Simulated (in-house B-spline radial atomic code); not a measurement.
A fraction x of an electron is removed from 4d in Ag IV (Ag3+), starting from [Kr] 4d8 and keeping the highest spin. Level of theory: scalar-relativistic (X2C) wB97X, spin-polarised, spherical fractional occupations, Fermi nucleus of rms radius 4.5454 fm; calculated with an all-electron radial atomic-structure program (B-spline basis).

Caution: exact exchange at fractional occupations of open shells leaves self-interaction of up to several eV.

```json
{"x": "0", "E(x) - E(0) (eV)": "0.0000", "4d down level (eV)": "-43.702"}
{"x": "0.07", "E(x) - E(0) (eV)": "3.0913", "4d down level (eV)": "-44.623"}
{"x": "0.24", "E(x) - E(0) (eV)": "10.8688", "4d down level (eV)": "-46.882"}
{"x": "0.27", "E(x) - E(0) (eV)": "12.2812", "4d down level (eV)": "-47.283"}
{"x": "0.46", "E(x) - E(0) (eV)": "21.5082", "4d down level (eV)": "-49.849"}
{"x": "0.5", "E(x) - E(0) (eV)": "23.5131", "4d down level (eV)": "-50.394"}
{"x": "0.55", "E(x) - E(0) (eV)": "26.0499", "4d down level (eV)": "-51.077"}
{"x": "0.69", "E(x) - E(0) (eV)": "33.3352", "4d down level (eV)": "-53.003"}
{"x": "0.78", "E(x) - E(0) (eV)": "38.1616", "4d down level (eV)": "-54.251"}
{"x": "0.9", "E(x) - E(0) (eV)": "44.7722", "4d down level (eV)": "-55.927"}
{"x": "1", "E(x) - E(0) (eV)": "50.4351", "4d down level (eV)": "-57.334"}
```

The exact functional would give a straight line between the two integer points. Deviations E(x) - E(0) - x[E(1) - E(0)], in eV: -0.439 at x = 0.07, -1.236 at x = 0.24, -1.336 at x = 0.27, -1.692 at x = 0.46, -1.704 at x = 0.5, -1.689 at x = 0.55, -1.465 at x = 0.69, -1.178 at x = 0.78, -0.619 at x = 0.9.

The curve lies below the straight line by up to 1.704 eV (at x = 0.5): convex, the delocalisation error, to which spherically averaged exact exchange adds.

(1) How well does Slater's transition state (minus the level at half occupation) give the ionisation energy?

Results:

(1) It gives 50.394 eV against 50.435 eV from the two total energies; NIST lists 49.00 eV, ground level to ground level. The end point has an open shell averaged over its orbitals, so its exact exchange keeps a self-interaction and this is no true integer point.
